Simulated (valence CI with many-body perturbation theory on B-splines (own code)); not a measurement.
# Pm²⁸⁺: electric-dipole lines

Calculated by valence CI with perturbative core correlation (CI+MBPT): five valence electrons over a frozen Dirac-Fock core [Ar] 3d10, a basis of 11 s, 11 p, 10 d, 8 f, 5 g, 2 h functions for each j, with the one-electron correlation potential Σ1, the two-electron term Σ2, the three-electron term Σ3, Breit, model QED; selected CI, second order for the rest, scaled by the run's own slope (own B-spline code, finite nucleus).

The last digits are not significant, and no measured levels were compared; by estimate large intervals hold to a few tenths of a per cent, small ones and those within an open d or f shell to about a per cent. Among the levels kept, up to 2100 cm⁻¹ of a level comes from second order outside the variational space, and about a tenth of that is noise between levels of different J, which matters for small intervals.

Lines 51 to 100 of 560 in falling wavelength, among levels below 2498600 cm⁻¹, chosen from the strongest by gf and those to the six lowest levels. Wavelengths and rates use the calculated energies. Electric multipoles are in the length gauge, E1 and E2 with the static RPA response of the core. Weak lines are less certain than strong ones. Lines between different terms over intervals too small for the method are left out, as are lines whose strength nearly cancels. Where a level lies close to another of its J and parity, the split of strength between their lines is uncertain. The highest levels of a list are the least certain.

Levels are named by their leading jj configuration (3d3/2^4 stands for four electrons in 3d with j = 3/2), which in mixed levels can hold well under half, so a name can repeat and another be missing. Letters in brackets count levels of one name in rising energy.

| λ vac (nm) | Upper | Lower | A (s⁻¹) | log gf | Branch % |
| --- | --- | --- | --- | --- | --- |
| 12.50 | (4s 4p3/2^3 4d5/2) J=9/2 | (4s^2 4p3/2^2 4d5/2) J=7/2 | 1.22e+10 | -0.54 | 5.2 |
| 12.37 | (4s^2 4p1/2 4p3/2 4f7/2) J=9/2 [b] | (4s^2 4p3/2^2 4d5/2) J=9/2 | 8.97e+09 | -0.69 | 2.6 |
| 12.37 | (4s 4p3/2^3 4d5/2) J=5/2 [a] | (4s^2 4p3/2^2 4d5/2) J=7/2 | 2.29e+10 | -0.50 | 11.5 |
| 12.37 | (4s 4p1/2 4p3/2^2 4d5/2) J=3/2 [a] | (4s^2 4p1/2 4p3/2 4d5/2) J=5/2 [a] | 1.84e+10 | -0.77 | 6.6 |
| 12.33 | (4s 4p3/2^3 4d3/2) J=5/2 [a] | (4s^2 4p3/2^2 4d3/2) J=5/2 | 1.27e+10 | -0.76 | 2.9 |
| 12.24 | (4p1/2^2 4p3/2^3) J=3/2 | (4s 4p1/2^2 4p3/2^2) J=3/2 | 2.46e+10 | -0.66 | 28.1 |
| 12.24 | (4s 4p3/2^3 4d5/2) J=7/2 [b] | (4s^2 4p3/2^2 4d5/2) J=5/2 [a] | 1.05e+10 | -0.72 | 2.7 |
| 12.20 | (4s 4p1/2 4p3/2^2 4d3/2) J=3/2 [f] | (4s^2 4p1/2 4p3/2 4d5/2) J=3/2 [b] | 2.88e+10 | -0.59 | 5.7 |
| 12.19 | (4s 4p1/2^2 4p3/2 4d5/2) J=7/2 [b] | (4s^2 4p1/2^2 4d5/2) J=5/2 | 4.27e+10 | -0.12 | 73.7 |
| 12.18 | (4s^2 4p1/2 4p3/2 4d3/2) J=3/2 | (4s^2 4p1/2 4p3/2^2) J=5/2 | 1.54e+10 | -0.86 | 78.8 |
| 12.18 | (4s 4p1/2^2 4p3/2 4d3/2) J=5/2 [b] | (4s^2 4p1/2^2 4d3/2) J=3/2 | 3.50e+10 | -0.33 | 57.6 |
| 12.15 | (4s 4p1/2 4p3/2^3) J=5/2 | (4s^2 4p1/2 4p3/2^2) J=3/2 | 5.44e+08 | -2.14 | 2.3 |
| 12.13 | (4s 4p1/2 4p3/2^2 4d3/2) J=5/2 [d] | (4s^2 4p1/2 4p3/2 4d5/2) J=5/2 [b] | 4.41e+10 | -0.23 | 7.2 |
| 12.11 | (4s 4p1/2 4p3/2^2 4d3/2) J=7/2 [b] | (4s^2 4p1/2 4p3/2 4d3/2) J=7/2 | 2.87e+10 | -0.30 | 14.0 |
| 12.10 | (4s 4p3/2^4) J=1/2 | (4s^2 4p3/2^3) J=3/2 | 5.81e+10 | -0.59 | 29.8 |
| 12.10 | (4s 4p3/2^3 4d3/2) J=7/2 | (4s^2 4p3/2^2 4d5/2) J=7/2 | 9.99e+09 | -0.76 | 2.4 |
| 12.07 | (4s 4p1/2^2 4p3/2^2) J=3/2 | (4s^2 4p1/2^2 4p3/2) J=3/2 | 2.97e+10 | -0.59 | 78.0 |
| 12.06 | (4s 4p1/2 4p3/2^2 4d5/2) J=5/2 [f] | (4s^2 4p1/2 4p3/2 4d3/2) J=5/2 [b] | 3.27e+10 | -0.37 | 8.3 |
| 12.06 | (4s 4p1/2 4p3/2^2 4d5/2) J=7/2 [c] | (4s^2 4p1/2 4p3/2 4d5/2) J=5/2 [a] | 1.54e+10 | -0.57 | 13.6 |
| 12.03 | (4s 4p3/2^3 4d5/2) J=3/2 [c] | (4s^2 4p3/2^2 4d5/2) J=5/2 [b] | 4.16e+10 | -0.44 | 6.5 |
| 11.99 | (4s 4p1/2 4p3/2^2 4d5/2) J=3/2 [f] | (4s^2 4p1/2 4p3/2 4d5/2) J=3/2 [c] | 2.98e+10 | -0.59 | 9.4 |
| 11.99 | (4s 4p3/2^3 4d5/2) J=3/2 [b] | (4s^2 4p3/2^2 4d3/2) J=3/2 [b] | 2.95e+10 | -0.59 | 6.1 |
| 11.97 | (4s 4p3/2^3 4d5/2) J=5/2 [b] | (4s^2 4p3/2^2 4d5/2) J=5/2 [a] | 1.67e+10 | -0.67 | 2.8 |
| 11.95 | (4s 4p1/2 4p3/2^2 4d5/2) J=9/2 [d] | (4s^2 4p1/2 4p3/2 4d5/2) J=9/2 | 2.39e+10 | -0.29 | 48.8 |
| 11.94 | (4s 4p1/2 4p3/2^2 4d3/2) J=7/2 [c] | (4s^2 4p1/2 4p3/2 4d5/2) J=7/2 [a] | 1.25e+10 | -0.67 | 3.9 |
| 11.91 | (4s 4p1/2 4p3/2^2 4d3/2) J=1/2 [d] | (4s^2 4p1/2 4p3/2 4d3/2) J=1/2 [c] | 4.06e+10 | -0.76 | 7.3 |
| 11.91 | (4s^2 4p1/2 4p3/2 4d3/2) J=1/2 [b] | (4s^2 4p1/2 4p3/2^2) J=1/2 | 2.02e+10 | -1.07 | 15.4 |
| 11.88 | (4s 4p1/2 4p3/2^2 4d3/2) J=3/2 [c] | (4s^2 4p1/2 4p3/2 4d3/2) J=5/2 [a] | 4.94e+10 | -0.38 | 31.7 |
| 11.83 | (4s^2 4p1/2 4p3/2 4d3/2) J=5/2 [a] | (4s^2 4p1/2 4p3/2^2) J=5/2 | 6.29e+09 | -1.10 | 68.0 |
| 11.82 | (4s 4p3/2^3 4d5/2) J=7/2 [a] | (4s^2 4p3/2^2 4d5/2) J=9/2 | 1.01e+10 | -0.77 | 4.1 |
| 11.82 | (4s 4p1/2 4p3/2^2 4d5/2) J=3/2 [c] | (4s^2 4p1/2 4p3/2 4d5/2) J=3/2 [a] | 2.40e+10 | -0.70 | 4.8 |
| 11.81 | (4s^2 4p1/2 4d3/2 4d5/2) J=7/2 [a] | (4s^2 4p1/2 4p3/2 4d5/2) J=7/2 [b] | 3.39e+10 | -0.25 | 19.9 |
| 11.76 | (4s 4p1/2 4p3/2^2 4d3/2) J=7/2 [b] | (4s^2 4p1/2 4p3/2 4d3/2) J=5/2 [a] | 1.33e+10 | -0.66 | 6.5 |
| 11.75 | (4s 4p1/2^2 4p3/2^2) J=1/2 | (4s^2 4p1/2^2 4p3/2) J=3/2 | 5.34e+10 | -0.66 | 83.9 |
| 11.73 | (4s 4p1/2 4p3/2^2 4d5/2) J=5/2 [h] | (4s^2 4p1/2 4p3/2 4d5/2) J=3/2 [c] | 2.54e+10 | -0.50 | 6.6 |
| 11.72 | (4s^2 4p1/2 4p3/2 4d3/2) J=1/2 [a] | (4s^2 4p1/2 4p3/2^2) J=3/2 | 2.08e+10 | -1.07 | 42.1 |
| 11.72 | (4s^2 4p1/2 4p3/2 4d3/2) J=3/2 | (4s^2 4p1/2 4p3/2^2) J=3/2 | 8.51e+08 | -2.15 | 4.4 |
| 11.71 | (4s^2 4p3/2 4d3/2 4d5/2) J=7/2 [b] | (4s^2 4p3/2^2 4d5/2) J=5/2 [b] | 1.30e+10 | -0.67 | 3.1 |
| 11.68 | (4s 4p1/2 4p3/2^2 4d3/2) J=1/2 [b] | (4s^2 4p1/2 4p3/2 4d3/2) J=3/2 | 4.30e+10 | -0.75 | 21.6 |
| 11.67 | (4s 4p1/2^2 4p3/2 4d5/2) J=5/2 [b] | (4s^2 4p1/2^2 4d5/2) J=5/2 | 3.53e+10 | -0.36 | 24.2 |
| 11.66 | (4s 4p3/2^3 4d5/2) J=7/2 [a] | (4s^2 4p3/2^2 4d5/2) J=7/2 | 1.07e+10 | -0.76 | 4.3 |
| 11.62 | (4s 4p1/2^2 4p3/2 4d3/2) J=3/2 [a] | (4s 4p1/2^2 4p3/2^2) J=5/2 | 2.12e+09 | -1.76 | 10.3 |
| 11.62 | (4s 4p1/2^2 4p3/2 4d3/2) J=5/2 [a] | (4s 4p1/2^2 4p3/2^2) J=5/2 | 6.09e+09 | -1.13 | 42.2 |
| 11.60 | (4s^2 4p1/2 4d3/2 4d5/2) J=5/2 [a] | (4s^2 4p1/2 4p3/2 4d5/2) J=7/2 [b] | 1.37e+10 | -0.78 | 5.1 |
| 11.59 | (4s 4p1/2 4p3/2^3) J=3/2 [b] | (4s^2 4p1/2 4p3/2^2) J=1/2 | 1.25e+10 | -1.00 | 5.3 |
| 11.59 | (4s 4p1/2 4p3/2^2 4d3/2) J=7/2 [c] | (4s^2 4p1/2 4p3/2 4d3/2) J=7/2 | 3.15e+10 | -0.30 | 9.9 |
| 11.58 | (4s 4p3/2^3 4d3/2) J=5/2 [b] | (4s^2 4p3/2^2 4d3/2) J=7/2 | 2.56e+10 | -0.51 | 5.2 |
| 11.57 | (4s 4p1/2^2 4p3/2 4d5/2) J=3/2 | (4s^2 4p1/2^2 4d5/2) J=5/2 | 7.69e+10 | -0.21 | 44.4 |
| 11.54 | (4s 4p1/2 4p3/2^2 4d5/2) J=5/2 [c] | (4s^2 4p1/2 4p3/2 4d5/2) J=7/2 [a] | 3.82e+10 | -0.34 | 16.2 |
| 11.54 | (4s^2 4p1/2 4d3/2 4d5/2) J=7/2 [a] | (4s^2 4p1/2 4p3/2 4d3/2) J=5/2 [b] | 1.21e+10 | -0.72 | 7.1 |

(1) How does gf follow from A for the line at 11.71 nm?

Results:

(1) gf = 1.4992 × (2J+1)_upper × A / σ², with σ = 853628 cm⁻¹ and 2J+1 = 8: gf = 0.214.
